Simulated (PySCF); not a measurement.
Computed IR spectrum (relative IR intensity) of a molecule C2H8InN. Coordinates come from a PBE0-D3(BJ)/def2-SVP optimisation. The def2 effective core potentials stand for the cores of In; spin–orbit coupling is left out. Other conformers were not sampled. Computed with PBE0-D3(BJ)/def2-SVP (PySCF). Frequencies are harmonic and unscaled.

Lines under 2 % of the strongest are left out, and lines within 2 cm⁻¹ are merged.

| ν (cm⁻¹) | relative intensity |
|---|---|
| 179 | 67 |
| 213 | 10 |
| 235 | 2.4 |
| 457 | 26 |
| 470 | 3.7 |
| 488 | 14 |
| 609 | 16 |
| 632 | 8.6 |
| 670 | 43 |
| 966 | 3.8 |
| 1060 | 4.3 |
| 1195 | 3.2 |
| 1475 | 3.0 |
| 1511 | 4.9 |
| 1797 | 100 |
| 3036 | 17 |
| 3069 | 3.8 |
| 3117 | 9.3 |
| 3140 | 10 |
| 3610 | 5.1 |
| 3722 | 7.8 |

Identify the compound among the candidates.
A) C[CH2][InH][NH2]
B) C[N](C)[InH2]
C) [CH3][In]([CH3])[NH2]

A, C[CH2][InH][NH2]
